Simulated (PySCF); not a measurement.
Isomers of C2H12N2OSi3, mass 164.026 u with the commonest isotopes. The calculation used PBE0/pcSseg-1 in PySCF (dipole) on a GFN2-xTB geometry, gas phase. One conformer each, none proved a minimum here; rigid rotors.

Task: Order these by out-of-plane moment Σ m c² = (Ia + Ib − Ic)/2, smallest first.
A. `[NH2:1][Si@:2]1([O:3][SiH3:4])[CH2:5][CH2:6][SiH2:7][NH:8]1` with H–N1–Si2–O3 -34° and -172°, N1–Si2–O3–Si4 -72°, N1–Si2–C5–C6 -94°, Si2–C5–C6–Si7 -37°, C5–C6–Si7–N8 28°, C6–Si7–N8–Si2 -7°
B. `[CH3:1][C@@H:2]1[NH:3][Si@@H:4]([NH:5][SiH3:6])[O:7][SiH2:8]1` with N3–Si4–N5–Si6 175°, C1–C2–N3–Si4 -97°, C2–N3–Si4–N5 -141°, N3–Si4–O7–Si8 8°, Si4–O7–Si8–C2 5°
C. `[NH2:1][Si@@H:2]1[CH2:3][SiH2:4][O:5][CH2:6][SiH2:7][NH:8]1` with H–N1–Si2–C3 -65° and 71°, N1–Si2–C3–Si4 -59°, Si2–C3–Si4–O5 -70°, C3–Si4–O5–C6 62°, Si4–O5–C6–Si7 -67°
D. `[NH2:1][Si@H:2]1[CH2:3][O:4][SiH2:5][CH2:6][SiH2:7][NH:8]1` with H–N1–Si2–C3 180° and 46°, N1–Si2–C3–O4 146°, Si2–C3–O4–Si5 54°, C3–O4–Si5–C6 -59°, O4–Si5–C6–Si7 -32°
E. `[CH3:1][C:2](=[O:3])[NH:4][Si@@H:5]([NH2:6])[SiH2:7][SiH3:8]` with C1–C2–N4–Si5 -179°, C2–N4–Si5–N6 -130°, N4–Si5–N6–H -167° and 61°, N4–Si5–Si7–Si8 65°

Result: B (37.34 u·Å²), D (39.62 u·Å²), E (45.70 u·Å²), C (66.78 u·Å²), A (99.56 u·Å²).

Task: Order these by rotational constant B, largest first.
A. `[NH2:1][Si@:2]1([O:3][SiH3:4])[CH2:5][CH2:6][SiH2:7][NH:8]1` with H–N1–Si2–O3 -34° and -172°, N1–Si2–O3–Si4 -72°, N1–Si2–C5–C6 -94°, Si2–C5–C6–Si7 -37°, C5–C6–Si7–N8 28°, C6–Si7–N8–Si2 -7°
B. `[NH2:1][Si@@H:2]1[CH2:3][SiH2:4][O:5][CH2:6][SiH2:7][NH:8]1` with H–N1–Si2–C3 -65° and 71°, N1–Si2–C3–Si4 -59°, Si2–C3–Si4–O5 -70°, C3–Si4–O5–C6 62°, Si4–O5–C6–Si7 -67°
C. `[CH3:1][C@@H:2]1[NH:3][Si@@H:4]([NH:5][SiH3:6])[O:7][SiH2:8]1` with N3–Si4–N5–Si6 175°, C1–C2–N3–Si4 -97°, C2–N3–Si4–N5 -141°, N3–Si4–O7–Si8 8°, Si4–O7–Si8–C2 5°
D. `[NH2:1][Si@H:2]1[CH2:3][O:4][SiH2:5][CH2:6][SiH2:7][NH:8]1` with H–N1–Si2–C3 180° and 46°, N1–Si2–C3–O4 146°, Si2–C3–O4–Si5 54°, C3–O4–Si5–C6 -59°, O4–Si5–C6–Si7 -32°
E. `[CH3:1][C:2](=[O:3])[NH:4][Si@@H:5]([NH2:6])[SiH2:7][SiH3:8]` with C1–C2–N4–Si5 -179°, C2–N4–Si5–N6 -130°, N4–Si5–N6–H -167° and 61°, N4–Si5–Si7–Si8 65°

Result: B (1125 MHz), D (1045 MHz), E (959.2 MHz), A (681.8 MHz), C (656.4 MHz).

Task: Order these by radius of gyration √(Σ m r²/M), largest first.
A. `[NH2:1][Si@@H:2]1[CH2:3][SiH2:4][O:5][CH2:6][SiH2:7][NH:8]1` with H–N1–Si2–C3 -65° and 71°, N1–Si2–C3–Si4 -59°, Si2–C3–Si4–O5 -70°, C3–Si4–O5–C6 62°, Si4–O5–C6–Si7 -67°
B. `[CH3:1][C:2](=[O:3])[NH:4][Si@@H:5]([NH2:6])[SiH2:7][SiH3:8]` with C1–C2–N4–Si5 -179°, C2–N4–Si5–N6 -130°, N4–Si5–N6–H -167° and 61°, N4–Si5–Si7–Si8 65°
C. `[CH3:1][C@@H:2]1[NH:3][Si@@H:4]([NH:5][SiH3:6])[O:7][SiH2:8]1` with N3–Si4–N5–Si6 175°, C1–C2–N3–Si4 -97°, C2–N3–Si4–N5 -141°, N3–Si4–O7–Si8 8°, Si4–O7–Si8–C2 5°
D. `[NH2:1][Si@H:2]1[CH2:3][O:4][SiH2:5][CH2:6][SiH2:7][NH:8]1` with H–N1–Si2–C3 180° and 46°, N1–Si2–C3–O4 146°, Si2–C3–O4–Si5 54°, C3–O4–Si5–C6 -59°, O4–Si5–C6–Si7 -32°

Result: C (2.355 Å), B (2.302 Å), D (2.152 Å), A (2.121 Å).

```json
{"SMILES": "CC(=O)N[Si@@H](N)[SiH2][SiH3]", "point group": "C1", "Ia (u·Å²)": "388.30", "Ib (u·Å²)": "526.87", "Ic (u·Å²)": "823.77", "κ": "0.00", "μa (D)": "4.14", "μb (D)": "0.25", "μc (D)": "0.32"}
{"SMILES": "C[C@@H]1N[Si@@H](N[SiH3])O[SiH2]1", "point group": "C1", "Ia (u·Å²)": "177.44", "Ib (u·Å²)": "769.91", "Ic (u·Å²)": "872.69", "κ": "-0.93", "μa (D)": "1.47", "μb (D)": "1.44", "μc (D)": "1.10"}
{"SMILES": "N[Si@H]1CO[SiH2]C[SiH2]N1", "point group": "C1", "Ia (u·Å²)": "315.77", "Ib (u·Å²)": "483.61", "Ic (u·Å²)": "720.14", "κ": "-0.24", "μa (D)": "2.12", "μb (D)": "0.44", "μc (D)": "1.21"}
{"SMILES": "N[Si@]1(O[SiH3])CC[SiH2]N1", "point group": "C1", "Ia (u·Å²)": "224.14", "Ib (u·Å²)": "741.21", "Ic (u·Å²)": "766.23", "κ": "-0.97", "μa (D)": "0.12", "μb (D)": "0.71", "μc (D)": "0.57"}
{"SMILES": "N[Si@@H]1C[SiH2]OC[SiH2]N1", "point group": "C1", "Ia (u·Å²)": "355.56", "Ib (u·Å²)": "449.05", "Ic (u·Å²)": "671.04", "κ": "0.11", "μa (D)": "1.16", "μb (D)": "0.14", "μc (D)": "0.78"}
```
